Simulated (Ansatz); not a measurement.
Born–Oppenheimer molecular dynamics of AlFH$_{2}$OZn (6 atoms, charge 0, multiplicity 1). It starts at the highest image of a converged band. Of that band: The profile has 2 maxima (images 3, 5) with wells between them (image 4): this band takes more than one step, which may be the mechanism or a detour left from its start path. Neighbouring images differ by up to 1.7 eV, so the band resolves the path poorly. A vibrational analysis at the climbing image gives one clearly imaginary mode, 1549i cm⁻¹: a first-order saddle point.

Theory: RKS B3LYP/def2-mTZVP in Ansatz 0.2.0.

| Item | Value |
| --- | --- |
| ensemble | NVE (velocity Verlet) |
| time step | 0.5 fs |
| steps asked | 200 |
| starting velocities drawn for | 100 K |
| seed | 11537 |

First frame:

```xyz
6
Properties=species:S:1:pos:R:3
O -0.434 1.606 -0.439
Al 0.405 0.450 0.799
Zn 0.716 -1.966 0.069
F 0.961 -3.689 -0.360
H -1.310 1.569 -0.870
H -0.337 2.029 0.802
```

Q: How far do the bonds stretch over the last three quarters of this one trajectory? (Pairs bonded in most of those frames.)

A: 
```tsv
bond	mean (Å)	spread (Å)	shortest	longest
O1–H5	0.976	0.036	0.90	1.05
O1–H6	0.989	0.064	0.89	1.09
Al2–Zn3	2.800	0.120	2.59	2.93
Zn3–F4	1.820	0.007	1.81	1.83
```

Mean temperature of the second half: 1067 K. The conserved energy stayed within 0.95 meV per atom of its start (net change 0.1 meV per atom), so the integration is sound. The kinetic energy rose, since the run started high on the potential surface and went downhill. It ends in pieces (AlFZn + H2O), so much of that is their flight and rotation, not heat. A run of 0.1 ps of so small a system gives no equilibrium averages. The orbitals stay closed-shell, which can raise the energy where a bond breaks towards radicals; this wasn't checked here.

Run time: 3.1 min on 2 threads of AMD EPYC 9R45 96-Core Processor (Zen 5) (shared host), peak memory 0.24 GiB.
